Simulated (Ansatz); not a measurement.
CuF₂. The state is a quartet with charge 0. Geometry PBE-D4/def2-TZVP; atoms count from 1.

```xyz
3

Cu   -0.578   -0.392    0.431
F    -0.557    0.293   -1.260
F     1.135    0.098    0.829
```

At PBE0-D4/def2-TZVP a doublet of charge 0 lies 5.32 eV below the quartet, each at its own geometry. The structure comes from a short search, and lower isomers may exist.

(1) Estimate the Mulliken populations from the PBE0/def2-TZVP orbitals of Ansatz.

(2) Where does the spin sit?

(3) And the Mayer bond orders between bonded heavy atoms (over 0.3)?

Results:

(1) 
| atom | charge (e) | spin (α − β) | d electrons |
| --- | --- | --- | --- |
| Cu1 | 0.46 | 1.94 | 9.08 |
| F2 | -0.23 | 0.53 | – |
| F3 | -0.23 | 0.53 | – |
Mulliken values and Mayer orders depend strongly on the basis.

(2) Summed by element: Cu 1.94, F 1.06, of 3 unpaired in all. Largest on single atoms: Cu1 1.94, F2 0.53, F3 0.53.

(3) Cu1–F2 0.72 (1.83 Å); Cu1–F3 0.72 (1.83 Å).
